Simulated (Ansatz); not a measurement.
Reaction (isomerisation): `C=N[SiH](O)[SiH3]` → `N[SiH2]C1O[SiH2]1`

Calculated with Ansatz (gas phase, PBE0-D4/def2-TZVP geometries, no zero-point term in ΔE). CCSD(T)/CBS adds triple-zeta CCSD(T) − MP2 to the extrapolated MP2 energy (def2 sets, frozen cores). DFT in def2-TZVPP. Each species was taken in one conformer, which may not be the lowest.

`C=N[SiH](O)[SiH3]`:

Cartesian coordinates in Å:
```
C -2.292 0.304 0.176
N -1.372 -0.325 -0.406
Si 0.253 0.210 -0.678
O 0.567 1.768 -0.217
Si 1.630 -1.186 0.598
H -2.183 1.324 0.574
H -3.277 -0.158 0.316
H 0.473 0.069 -2.144
H 0.412 2.464 -0.858
H 1.426 -2.607 0.209
H 1.304 -1.031 2.041
H 3.060 -0.834 0.389
```

`N[SiH2]C1O[SiH2]1`:

Z-matrix (Å, degrees):
```
Si
C 1 1.868
N 1 1.717 2 117.1
H 1 1.488 2 106.9 3 120.6
H 1 1.487 2 106.3 3 -120.2
Si 2 1.811 1 122.8 3 133.8
O 2 1.502 1 113.3 3 66.5
H 2 1.092 1 118.0 3 -65.9
H 3 1.008 1 119.3 2 -66.3
H 3 1.007 1 119.9 2 75.9
H 6 1.478 2 122.4 1 1.2
H 6 1.479 2 121.3 1 160.2
```

CCSD(T)/CBS gives +65.4 kJ/mol.

**Question.** Another level gave +79.5 kJ/mol. Which?
A. BLYP-D4/def2-TZVPP
B. r2SCAN/def2-TZVPP
C. revPBE/def2-TZVPP
D. B97M-V/def2-TZVPP

**Answer.** A. BLYP-D4 79.5, r2SCAN 60.6, revPBE 70.4, B97M-V 66.2 kJ/mol.

**Question.** What do rigid-rotor, harmonic-oscillator terms from PBE0-D4/def2-TZVP frequencies (298.15 K, 1 bar) make of the CCSD(T)/CBS value? (Best estimate.)

**Answer.** Ansatz gave: ΔZPE = +4.8 kJ/mol, ΔH = +67.8 kJ/mol, ΔS = -18 J/(mol·K), ΔG = +73.3 kJ/mol.

Largest T1 diagnostic among the species: 0.013.

Leaving LDA and LC-ωPBE aside and taking each functional with its dispersion term where it has one, the values, not all of them listed here, spread over 20.1 kJ/mol, from ωB97M-V to BLYP-D4. LDA lies −18.2 kJ/mol from PBE without D4. In def2-TZVPP, CCSD(T) changes the Hartree–Fock value by −29.3 kJ/mol (the triples alone add −2.6 kJ/mol) and MP2 by −43.0 kJ/mol.

CCSD(T)/CBS has its own doubt, a few kJ/mol and more with outer-core shells, so smaller differences from it don't rank the levels.
